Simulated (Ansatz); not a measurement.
Program: Ansatz. Geometries: PBE0-D4/def2-TZVP. ΔE: electronic, gas phase. CCSD(T)/CBS adds triple-zeta CCSD(T) − MP2 to the extrapolated MP2 energy (def2 sets, frozen cores). This one scheme is used for every species. DFT in def2-TZVPP. HSE06 is defined as in plane-wave codes. For Ti outer-core shells are correlated without core-valence functions, which leaves a few kJ/mol of doubt a bond. Scalar relativity is left out up to krypton. Each species was taken in one conformer, which may not be the lowest.

Reaction (formal hydrolysis of a Ti–N bond): `O=C=[N][Ti]([F])([F])[F]` + H₂O → `[OH][Ti]([F])([F])[F]` + `N=C=O`

`O=C=[N][Ti]([F])([F])[F]`:

```xyz
7

O     1.102    1.919   -2.267
C     0.695    1.222   -1.436
N     0.272    0.497   -0.571
Ti   -0.367   -0.642    0.757
F     0.943   -1.112    1.802
F    -1.058   -2.062    0.025
F    -1.586    0.178    1.691
```

H₂O:

Z-matrix (Å, degrees):
```
O
H 1 0.960
H 1 0.960 2 105.1
```

`[OH][Ti]([F])([F])[F]`:

```xyz
6

O    -1.294   -0.292    0.217
Ti    0.363    0.159   -0.175
F     0.364    1.120   -1.637
F     1.058    1.072    1.146
F     1.333   -1.281   -0.399
H    -1.824   -0.778    0.848
```

`N=C=O`:

```xyz
4

N    -0.691   -0.293    0.152
C     0.480    0.001    0.106
O     1.624    0.187    0.165
H    -1.413    0.105   -0.423
```

CCSD(T)/CBS gives -2.2 kJ/mol.

(1) Another level gave -7.7 kJ/mol. Which?
A. HSE06/def2-TZVPP
B. HF/def2-TZVPP
C. CAM-B3LYP-D4/def2-TZVPP
D. LC-ωPBE/def2-TZVPP

Largest T1 diagnostic among the species: 0.023, so the coupled-cluster value is less sure than usual.

## Answers

(1) A. HSE06 -7.7, HF/def2-TZVPP -2.4, LC-ωPBE -16.4, CAM-B3LYP-D4 -12.4 kJ/mol.

Leaving LDA and LC-ωPBE aside and taking each functional with its dispersion term where it has one, the values, not all of them listed here, spread over 8.3 kJ/mol, from ωB97X-V to BHLYP-D4. LDA lies −3.8 kJ/mol from PBE without D4. From BLYP to BHLYP (50 % exact exchange), in def2-TZVPP and without D4, ΔE moves by +4.2 kJ/mol.

CCSD(T)/CBS has its own doubt, a few kJ/mol and more with outer-core shells, so smaller differences from it don't rank the levels.
